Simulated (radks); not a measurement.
Task: The mean radii <r> (bohr) of the occupied orbitals of an atom or ion are listed with their occupations. Method: scalar-relativistic Kohn-Sham, Slater X-alpha with alpha = 0.667, spin-polarised, spherical densities, finite nucleus; Fermi nuclear charge, rms radius of each element as measured or else 0.836 A^(1/3) + 0.57 fm; computed with a radial shooting solver on a logarithmic mesh with Libxc functionals.

orbital  occ.      <r>
1s          2  0.02613
2s          2   0.1122
2p          6  0.09825
3s          2   0.2995
3p          6   0.2974
3d         10   0.2738
4s          2   0.6952
4p          6   0.7402
4d         10   0.8381
5s          2    1.738
5p          6    2.084

Name the element and its charge. Open shells, if any, are filled with parallel spins first.

Result: Z = 55, caesium, charge +1: Cs+ in [Xe]. The 1s radius gives Z: for a bare nucleus <r> = (2 gamma + 1)/(2Z) with gamma = sqrt(1 - (Z/c)^2), 0.02574 bohr for Z = 55, and screening makes it slightly larger (0.02613 here). The occupations add up to 54, and the charge is Z minus that.
